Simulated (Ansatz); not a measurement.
Species: CH₃N, charge 0, singlet. CH3N (SMILES C=N).
B3LYP-D3(BJ)/def2-TZVP minimum from Ansatz (an electronic-structure program):
```
C
N 1 1.2631
H 2 1.0217 1 111.31
H 1 1.0903 2 118.89 3 -180.00
H 1 1.0949 4 116.21 2 -180.00
```

Wanted: atomisation energy (electronic, to ground-state atoms), in kJ/mol. Radicals and triplets start from unrestricted determinants; spin-orbit coupling is neglected. CBS(X,Y): correlation extrapolated as X^-3, Hartree-Fock from the larger set (Q,5: extrapolated as (X+1)exp(-9√X)). A bracket is a step between two methods taken in the basis named. Functionals run without relativity, which enters their misses. Double hybrids freeze cores in their MP2 part. 'core' is core correlation in cc-pwCVTZ, 'X2C' scalar relativity in cc-pVTZ-DK, both at CCSD(T). For partners of very few electrons the exact lower level stands in for a higher one.

CCSD(T)/CBS(cc-pVQZ,cc-pV5Z) + [CCSDT(Q) - CCSD(T)]/cc-pVTZ + [CCSDTQ - CCSDT(Q)]/cc-pVDZ + core + X2C (Ansatz) gives 1837.1 kJ/mol.

Problem. How far off this value is PBE/def2-TZVPD (Ansatz), in which direction, and which of these levels come nearer: r2SCAN/def2-TZVPD, B3LYP/def2-TZVPD, PBE0/def2-TZVPD, wB97M-V/def2-TZVPD, B2PLYP/def2-TZVPD, CCSD(T)/CBS(cc-pVQZ,cc-pV5Z) + core + X2C?

Solution. PBE gives 1888.6 kJ/mol, 51.5 kJ/mol above it. Differences of the others: r2SCAN/def2-TZVPD (Ansatz) -16.0; B3LYP/def2-TZVPD (Ansatz) 7.8; PBE0/def2-TZVPD (Ansatz) -3.1; wB97M-V/def2-TZVPD (Ansatz) 5.3; B2PLYP/def2-TZVPD (Ansatz) -16.2; CCSD(T)/CBS(cc-pVQZ,cc-pV5Z) + core + X2C (Ansatz) -0.5 kJ/mol. Nearer than PBE: r2SCAN/def2-TZVPD, B3LYP/def2-TZVPD, PBE0/def2-TZVPD, wB97M-V/def2-TZVPD, B2PLYP/def2-TZVPD, CCSD(T)/CBS(cc-pVQZ,cc-pV5Z) + core + X2C.
